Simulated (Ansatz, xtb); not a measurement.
## Ge2H8OSi: which of two isomers lies lower

Structure I is `O[SiH2][GeH2][GeH3]`, a singlet and structure II is `O[SiH]([GeH3])[GeH3]`, a singlet. Both are isolated molecules in the gas phase, relaxed with r2SCAN-D4/def2-SVP; the shapes shown needn't be the lowest conformers.

I (Å):

```xyz
12

Ge    0.1878   -0.7441    0.4724
Ge   -1.5807   -1.1267   -1.1355
O     1.3454   -2.0692    3.3745
Si    0.1167   -2.3126    2.2650
H     2.2441   -2.0703    3.0249
H     0.1552   -3.6903    1.6739
H    -1.1523   -2.1542    3.0265
H     1.5413   -0.8485   -0.2618
H     0.0821    0.6972    1.0059
H    -2.9531   -1.0101   -0.4533
H    -1.5158   -0.1027   -2.2797
H    -1.4579   -2.5369   -1.7349
```

II (Å):

```xyz
12

Ge    0.9371   -1.2087    0.4646
Ge   -2.8843   -2.0995    0.2452
O    -1.4811    0.4903   -1.1652
Si   -1.2820   -0.3490    0.2764
H    -0.8618    1.2136   -1.3240
H    -1.5313    0.5303    1.4690
H     1.1626   -1.8907    1.8250
H     1.9745   -0.0773    0.3273
H     1.2255   -2.2369   -0.6420
H    -4.3120   -1.5506    0.0978
H    -2.6081   -3.0637   -0.9187
H    -2.8043   -2.8975    1.5579
```

Quicker runs give these differences E(II) − E(I): GFN2-xTB +0.299 eV; HF/STO-3G +0.131 eV (at GFN2-xTB geometries); r2SCAN-D4/def2-SVP//GFN2-xTB +0.226 eV.

Problem. Estimate E(II) − E(I) at the level CCSD(T)/def2-SVP + ΔMP2/def2-TZVPP.

Solution. Calculated at CCSD(T)/def2-SVP + ΔMP2/def2-TZVPP: E(II) − E(I) = +0.233 eV, so structure I lies lower.

How the difference moves with the method:

```tsv
level	geometry	E(II) − E(I) (eV)	departure from the last row (eV)	job, with rough time for the two
GFN2-xTB	GFN2-xTB	+0.299	+0.066	optimisation, 0.54 s
HF/STO-3G	GFN2-xTB	+0.131	−0.101	single point, 2.1 s
r2SCAN-D4/def2-SVP//GFN2-xTB	GFN2-xTB	+0.226	−0.006	single point, 8.7 s
r2SCAN-D4/def2-SVP	r2SCAN-D4/def2-SVP	+0.185	−0.048	optimisation, 2.2 min
HF/def2-SVP	r2SCAN-D4/def2-SVP	+0.236	+0.004	part of the CCSD(T) run
MP2/def2-SVP	r2SCAN-D4/def2-SVP	+0.243	+0.010	part of the CCSD(T) run
CCSD(T)/def2-SVP	r2SCAN-D4/def2-SVP	+0.219	−0.014	single point
CCSD(T)/def2-SVP + ΔMP2/def2-TZVPP	r2SCAN-D4/def2-SVP	+0.233		single point, 2.3 min
```

As drawn, II has 1 Ge–Si, 1 Ge–H in place of 1 Ge–Ge, 1 Si–H.

None of the levels shown reverses the order. The largest departure from CCSD(T)/def2-SVP + ΔMP2/def2-TZVPP is that of HF/STO-3G, 0.101 eV. The last row adds to CCSD(T) the change of the MP2 difference between the two basis sets, here +0.014 eV.

With thermal terms from frequencies at re-optimised GFN2-xTB minima (ideal gas, soft modes damped towards free rotors, one conformer each, 298.15 K, 1 atm): on the last row, ΔE + ΔZPE = +0.239, ΔH = +0.239, ΔG = +0.224 eV.

The correlated steps freeze 24 core orbitals; the filled d shell of Ge is correlated, in a basis made for valence electrons. Run with Ansatz 0.2.0, xtb 6.7.1; the last row on 2 threads of Intel(R) Xeon(R) Processor @ 2.50GHz (Skylake/Cascade Lake) on a shared host.
